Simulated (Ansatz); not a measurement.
`[OH][Hf]([Cl])([Cl])[I]` + HCl → `[Cl][Hf]([Cl])([Cl])[I]` + H₂O at 700 K and 1 bar (ligand exchange at the Hf–O bond).

Computed with Ansatz on PBE0-D4/def2-TZVP structures; ΔE is electronic, products minus reactants. CBS: MP2 limit from def2 TZ/QZ plus the TZ coupled-cluster correction, frozen cores. This one scheme is used for every species. Elements past krypton have def2 core potentials. For Hf, I outer-core shells are correlated without core-valence functions, which leaves a few kJ/mol of doubt a bond. One conformer a species, not always the lowest.

| species | CCSD(T)/CBS energy (Eh) | H − E (kJ/mol) | S (J/(mol·K)) |
| --- | --- | --- | --- |
| `[OH][Hf]([Cl])([Cl])[I]` | -1340.96956 | 113.4 | 519.3 |
| HCl | -460.38127 | 38.4 | 211.8 |
| `[Cl][Hf]([Cl])([Cl])[I]` | -1724.97910 | 76.8 | 495.1 |
| H₂O | -76.37941 | 80.5 | 218.4 |

H − E and S are ideal-gas, rigid-rotor, harmonic terms from PBE0-D4/def2-TZVP, for one conformer and one mirror image of each species. 1 Eh = 2625.50 kJ/mol, R = 8.31446 J/(mol·K).

By hand: ΔE, ΔH, ΔS and ΔG.

ΔE = (-1724.97910) + (-76.37941) − (-1340.96956) − (-460.38127) = -0.00768 Eh = -20.2 kJ/mol. Δ(H − E) = 76.8 + 80.5 − 113.4 − 38.4 = 5.5, so ΔH = -14.7 kJ/mol. ΔS = 495.1 + 218.4 − 519.3 − 211.8 = -17.6 J/(mol·K). ΔG = -14.7 − 700 × (-17.6)/1000 = -2.4 kJ/mol.

By hand: the equilibrium constant, and the temperature at which ΔG would vanish if ΔH and ΔS stayed fixed.

log₁₀ K = −ΔG/(RT ln 10) = 0.2. ΔG = 0 at ΔH/ΔS = 835 K, though so small a ΔS makes that figure unsure.

TΔS isn't small against ΔH here. The sign of ΔG lies within the doubt. A doubt of 5 kJ/mol in ΔE shifts log₁₀ K by 0.4 here. Other conformers and mirror images would add mixing entropy, several J/(mol·K) or more a flexible species. These are equilibria of isolated gas molecules and say nothing of rates. Largest T1 diagnostic: 0.013 (customary marks: 0.02 for closed shells, 0.045 for open ones).
